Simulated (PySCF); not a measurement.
PySCF input for C4H7NO, SMILES COCCC#N, TDDFT-LC-ωPBE/def2-SVPD. Coordinates come from a ωB97X-D3(BJ)/def2-SVP optimisation. Other conformers were not sampled.

```python
import numpy as np
from pyscf import gto, scf, dft, tdscf

mol = gto.M(
    atom='''
    C     0.33799275    2.70810166    0.00000000
    O    -0.45605264    1.55063148   -0.00000000
    C     0.28899882    0.36685217    0.00000000
    C    -0.70795504   -0.79055408    0.00000000
    C    -0.03907165   -2.09640302   -0.00000000
    N     0.50789675   -3.11476783   -0.00000000
    H     0.98570152    2.76031057    0.89726030
    H     0.98570150    2.76031057   -0.89726031
    H    -0.33622102    3.57617579   -0.00000000
    H     0.94468654    0.30301166    0.89215572
    H     0.94468653    0.30301166   -0.89215573
    H    -1.35560027   -0.71623886   -0.88710885
    H    -1.35560027   -0.71623886    0.88710885
    ''',
    basis='def2-SVPD',
    charge=0,
    spin=0,
    symmetry=True,
    max_memory=1600,
    verbose=4,
)
mf = dft.RKS(mol, xc='lc_wpbe').density_fit(auxbasis='def2-universal-jkfit')
mf.grids.level = 3
mf.conv_tol = 1e-9
mf.max_cycle = 100
mf.kernel()
mf.grids = dft.Grids(mol).set(level=1).build(with_non0tab=True)  # coarser grid for the response kernel
td = tdscf.TDDFT(mf)
td.singlet = True
td.nstates = 10
td.conv_tol = 1e-4
td.positive_eig_threshold = 1e-6
td.kernel(x0=td.get_init_guess(mf, 15))
td.analyze()
tt = tdscf.TDA(mf)
tt.singlet = False
tt.nstates = 4
tt.conv_tol = 1e-4
tt.positive_eig_threshold = 1e-6
tt.kernel(x0=tt.get_init_guess(mf, 9))
tt.analyze(verbose=3)
```

Log of the run:

```
PySCF version 2.14.0

[INPUT] verbose = 4
[INPUT] num. atoms = 13
[INPUT] num. electrons = 46
[INPUT] charge = 0
[INPUT] spin (= nelec alpha-beta = 2S) = 0
[INPUT] symmetry True subgroup None
[INPUT] Mole.unit = angstrom
[INPUT] Symbol           X                Y                Z      unit          X                Y                Z       unit  Magmom
[INPUT]  1 C      0.337992750000   2.708101660000   0.000000000000 AA    0.638713729589   5.117570454880   0.000000000000 Bohr   0.0
[INPUT]  2 O     -0.456052640000   1.550631480000   0.000000000000 AA   -0.861814587985   2.930268817329   0.000000000000 Bohr   0.0
[INPUT]  3 C      0.288998820000   0.366852170000   0.000000000000 AA    0.546128620122   0.693250129502   0.000000000000 Bohr   0.0
[INPUT]  4 C     -0.707955040000  -0.790554080000   0.000000000000 AA   -1.337841134106  -1.493930697857   0.000000000000 Bohr   0.0
[INPUT]  5 C     -0.039071650000  -2.096403020000   0.000000000000 AA   -0.073834717735  -3.961627554511   0.000000000000 Bohr   0.0
[INPUT]  6 N      0.507896750000  -3.114767830000   0.000000000000 AA    0.959785757057  -5.886058140306   0.000000000000 Bohr   0.0
[INPUT]  7 H      0.985701520000   2.760310570000   0.897260300000 AA    1.862705913367   5.216230996042   1.695576229445 Bohr   0.0
[INPUT]  8 H      0.985701500000   2.760310570000  -0.897260310000 AA    1.862705875573   5.216230996042  -1.695576248342 Bohr   0.0
[INPUT]  9 H     -0.336221020000   3.576175790000   0.000000000000 AA   -0.635365645122   6.757992816400   0.000000000000 Bohr   0.0
[INPUT] 10 H      0.944686540000   0.303011660000   0.892155720000 AA    1.785198834163   0.572609049950   1.685929971264 Bohr   0.0
[INPUT] 11 H      0.944686530000   0.303011660000  -0.892155730000 AA    1.785198815266   0.572609049950  -1.685929990161 Bohr   0.0
[INPUT] 12 H     -1.355600270000  -0.716238860000  -0.887108850000 AA   -2.561713244686  -1.353495285171  -1.676392769178 Bohr   0.0
[INPUT] 13 H     -1.355600270000  -0.716238860000   0.887108850000 AA   -2.561713244686  -1.353495285171   1.676392769178 Bohr   0.0

nuclear repulsion = 215.053831771607
point group symmetry = Cs
symmetry origin: [-2.46486016e-09 -2.46486002e-09 -8.21620057e-10]
symmetry axis x: [1.00000000e+00 1.01301403e-10 7.26294253e-10]
symmetry axis y: [ 1.01301402e-10 -1.00000000e+00  1.64218750e-10]
symmetry axis z: [-7.26294253e-10  1.64218807e-10  1.00000000e+00]
num. orbitals of irrep A' = 116
num. orbitals of irrep A" = 63
number of shells = 77
number of NR pGTOs = 253
number of NR cGTOs = 179
basis = def2-SVPD
ecp = {}


[settings echo left out]
init E= -286.897029944673
HOMO (A") = -0.338282074055302  LUMO (A') = 0.0112062045168084  gap/eV = 9.51006
cycle= 1 E= -286.079056686306  delta_E= 0.818  |g|= 0.731  |ddm|=  4.4
HOMO (A") = -0.334514879315161  LUMO (A') = 0.0626461526131599  gap/eV = 10.80730
cycle= 2 E= -286.024149427768  delta_E= 0.0549  |g|= 0.96  |ddm|= 1.57
HOMO (A") = -0.399332677020381  LUMO (A') = 0.0754973088700122  gap/eV = 12.92078
cycle= 3 E= -286.202298418186  delta_E= -0.178  |g|= 0.0826  |ddm|= 0.991
HOMO (A") = -0.403757200698966  LUMO (A') = 0.0776375624382837  gap/eV = 13.09942
cycle= 4 E= -286.203307503622  delta_E= -0.00101  |g|= 0.0584  |ddm|= 0.138
HOMO (A") = -0.397043743766918  LUMO (A') = 0.0785317105169701  gap/eV = 12.94107
cycle= 5 E= -286.203972416099  delta_E= -0.000665  |g|= 0.00988  |ddm|= 0.0819
HOMO (A") = -0.399470644037868  LUMO (A') = 0.0784105213329602  gap/eV = 13.00381
cycle= 6 E= -286.203997277541  delta_E= -2.49e-05  |g|= 0.00265  |ddm|= 0.0228
HOMO (A") = -0.398786893545711  LUMO (A') = 0.0785115613057048  gap/eV = 12.98795
cycle= 7 E= -286.203999457872  delta_E= -2.18e-06  |g|= 0.000589  |ddm|= 0.0077
HOMO (A") = -0.398881941443413  LUMO (A') = 0.0785010900951955  gap/eV = 12.99025
cycle= 8 E= -286.203999597307  delta_E= -1.39e-07  |g|= 0.00015  |ddm|= 0.00254
HOMO (A") = -0.398885316295415  LUMO (A') = 0.0785022464042551  gap/eV = 12.99038
cycle= 9 E= -286.20399960459  delta_E= -7.28e-09  |g|= 4.87e-05  |ddm|= 0.000575
HOMO (A") = -0.398884442543137  LUMO (A') = 0.078503102429742  gap/eV = 12.99038
cycle= 10 E= -286.203999605332  delta_E= -7.42e-10  |g|= 9.48e-06  |ddm|= 0.000142
HOMO (A") = -0.39888454755357  LUMO (A') = 0.07850317261902  gap/eV = 12.99038
Extra cycle  E= -286.203999605363  delta_E= -3.12e-11  |g|= 5.65e-06  |ddm|= 3.52e-05
converged SCF energy = -286.203999605363
tot grids = 48328
Overwritten attributes  positive_eig_threshold  of <class 'pyscf.tdscf.rks.TDDFT'>


******** <class 'pyscf.tdscf.rks.TDDFT'> for <class 'pyscf.df.df_jk.DFSymAdaptedRKS'> ********
nstates = 10 singlet
deg_eia_thresh = 1.000e-03
wfnsym = None
conv_tol = 0.0001
eigh lindep = 1e-12
eigh level_shift = 0
eigh max_cycle = 100


Excitation energies (eV)
[7.7787216  7.927668   8.23418071 8.26072045 9.03139506 9.07159011
 9.25727591 9.26100073 9.56843311 9.62204573]

** Singlet excitation energies and oscillator strengths **
Excited State   1:  ???      7.77872 eV    159.39 nm  f=0.0001
      18 -> 28       -0.11538
      20 -> 27       -0.13990
      21 -> 24        0.13954
      21 -> 26       -0.13604
      21 -> 28       -0.51141
      22 -> 27        0.26693
      22 -> 29       -0.17587
Excited State   2:   A"      7.92767 eV    156.39 nm  f=0.0228
      23 -> 24       -0.60374
      23 -> 25        0.12742
      23 -> 30        0.29003
Excited State   3:  ???      8.23418 eV    150.57 nm  f=0.0030
      20 -> 28       -0.20155
      21 -> 27       -0.39068
      21 -> 29        0.25426
      22 -> 24       -0.11959
      22 -> 26        0.10259
      22 -> 28        0.38843
Excited State   4:  ???      8.26072 eV    150.09 nm  f=0.0008
      17 -> 27       -0.10498
      20 -> 27        0.21407
      20 -> 29       -0.14267
      21 -> 28       -0.33511
      22 -> 27       -0.41551
      22 -> 29        0.27206
Excited State   5:  ???      9.03140 eV    137.28 nm  f=0.0008
      23 -> 24        0.23439
      23 -> 25        0.49249
      23 -> 26        0.10550
      23 -> 28       -0.22991
      23 -> 30        0.21750
      23 -> 35       -0.22009
Excited State   6:  ???      9.07159 eV    136.67 nm  f=0.0320
      23 -> 24        0.18609
      23 -> 25       -0.38685
      23 -> 30        0.50837
Excited State   7:  ???      9.25728 eV    133.93 nm  f=0.0634
      23 -> 27        0.52211
      23 -> 29        0.45523
Excited State   8:  ???      9.26100 eV    133.88 nm  f=0.0348
      23 -> 24       -0.10991
      23 -> 26        0.64510
      23 -> 31        0.17565
Excited State   9:  ???      9.56843 eV    129.58 nm  f=0.0095
      19 -> 24       -0.17373
      19 -> 26        0.15703
      19 -> 28        0.61925
      19 -> 30       -0.11192
      19 -> 35       -0.11238
Excited State  10:  ???      9.62205 eV    128.85 nm  f=0.0068
      19 -> 27       -0.11505
      21 -> 24       -0.40697
      21 -> 25       -0.47606
      21 -> 26       -0.10564
      21 -> 28       -0.15663

** Transition electric dipole moments (AU) **
state          X           Y           Z        Dip. S.      Osc.
  1        -0.0000      0.0000     -0.0208      0.0004      0.0001
  2         0.0000      0.0000     -0.3426      0.1174      0.0228
  3        -0.0773     -0.0933      0.0000      0.0147      0.0030
  4         0.0000     -0.0000     -0.0628      0.0039      0.0008
  5         0.0000     -0.0000      0.0585      0.0034      0.0008
  6         0.0000     -0.0000      0.3792      0.1438      0.0320
  7         0.5130      0.1273      0.0000      0.2794      0.0634
  8        -0.0000      0.0000      0.3917      0.1534      0.0348
  9        -0.1826     -0.0846     -0.0000      0.0405      0.0095
 10        -0.0000      0.0000     -0.1692      0.0286      0.0068

** Transition velocity dipole moments (imaginary part, AU) **
state          X           Y           Z        Dip. S.      Osc.
  1        -0.0000      0.0000     -0.0053      0.0000      0.0001
  2        -0.0000      0.0000     -0.1036      0.0107      0.0245
  3        -0.0235     -0.0285      0.0000      0.0014      0.0030
  4         0.0000     -0.0000     -0.0184      0.0003      0.0007
  5         0.0000     -0.0000      0.0253      0.0006      0.0013
  6        -0.0000     -0.0000      0.1400      0.0196      0.0392
  7         0.1720      0.0439      0.0000      0.0315      0.0617
  8        -0.0000     -0.0000      0.1342      0.0180      0.0353
  9        -0.0698     -0.0331     -0.0000      0.0060      0.0113
 10        -0.0000      0.0000     -0.0711      0.0051      0.0095

** Transition magnetic dipole moments (imaginary part, AU) **
state          X           Y           Z
  1        -0.0991      0.1085      0.0000
  2         0.4446     -0.7703     -0.0000
  3         0.0000      0.0000      0.0410
  4        -0.0002      0.0452     -0.0000
  5         0.0309      0.2460      0.0000
  6        -0.5647     -0.3303      0.0000
  7        -0.0000     -0.0000      0.5121
  8        -0.1837      0.2348     -0.0000
  9        -0.0000     -0.0000      1.7779
 10        -0.5758     -0.3644     -0.0000
Overwritten attributes  positive_eig_threshold  of <class 'pyscf.tdscf.rks.TDA'>


******** <class 'pyscf.tdscf.rks.TDA'> for <class 'pyscf.df.df_jk.DFSymAdaptedRKS'> ********
nstates = 4 triplet
deg_eia_thresh = 1.000e-03
wfnsym = None
conv_tol = 0.0001
eigh lindep = 1e-12
eigh level_shift = 0
eigh max_cycle = 100


Excitation energies (eV)
[6.28702277 6.90050175 6.91331906 7.63030537]

** Triplet excitation energies and oscillator strengths **
Excited State   1:   A'      6.28702 eV    197.21 nm  f=0.0000
Excited State   2:   A"      6.90050 eV    179.67 nm  f=0.0000
Excited State   3:   A'      6.91332 eV    179.34 nm  f=0.0000
Excited State   4:   A"      7.63031 eV    162.49 nm  f=0.0000
```

The run converged.
